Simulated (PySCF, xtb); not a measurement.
F5Te, SMILES [Te](F)(F)(F)(F)F, multiplicity 2.

Harmonic wavenumbers (cm⁻¹) from xtb with GFN2-xTB at its own minimum, in rising order: 86, 86, 119, 139, 186, 229, 229, 377, 378, 421, 430, 497.

Problem. What does B3LYP-D3(BJ)/def2-SVP (PySCF) give at its own minimum? (An estimate is asked for; the answer gives what the named calculation found.)

Solution. 115, 180, 180, 219, 244, 261, 261, 581, 583, 606, 606, 693. Paired by order, the mean absolute difference is 113 cm⁻¹ and the zero-point energies are 4.5 and 6.5 kcal/mol.
